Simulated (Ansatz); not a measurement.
Consider the formal exchange of groups at a C–C bond: `CCC(C)CC(C)C` + `[F][SnH]([F])[F]` → `[CH3][Sn]([F])([F])[F]` + `CCCCC(C)C`.

Isolated molecules relaxed with PBE0-D4/def2-TZVP in Ansatz; ΔE leaves out vibrations. CCSD(T)/CBS adds triple-zeta CCSD(T) − MP2 to the extrapolated MP2 energy (def2 sets, frozen cores). DFT in def2-TZVPP. Elements past krypton have def2 core potentials. For Sn outer-core shells are correlated without core-valence functions, which leaves a few kJ/mol of doubt a bond. One conformer a species, not always the lowest.

```csv
level,ΔE (kJ/mol)
PBE-D4,-50.8
r2SCAN0-D4,-49.4
CAM-B3LYP-D4,-48.3
B2PLYP,-56.2
BLYP,-65.2
r2SCAN0,-52.0
RPA@PBE/def2-TZVPP,-45.6
HF/def2-TZVPP,-57.1
```

Question: What does CCSD(T)/CBS give? (Best estimate.)

Answer: Ansatz gave: -51.9 kJ/mol. The listed levels differ from it by 1.1, 2.5, 3.6, -4.3, -13.3, -0.1, 6.3, -5.2 kJ/mol.

Largest T1 diagnostic among the species: 0.015.

Leaving LDA and LC-ωPBE aside and taking each functional with its dispersion term where it has one, the values, not all of them listed here, spread over 15.0 kJ/mol, from B2PLYP to B97M-V. LDA lies +19.2 kJ/mol from PBE without D4. The D4 term adds +9.3 kJ/mol with B3LYP and +5.6 kJ/mol with PBE0; it sums over pairs of atoms, weighted by their polarisabilities, and B3LYP, whose exchange is more repulsive, gets the larger term. At CCSD(T), def2-SVP lies +17.6 kJ/mol from the extrapolated value and def2-TZVPP +3.9 kJ/mol.

B3LYP here is the variant with VWN-RPA as its local correlation; programs differ in this.
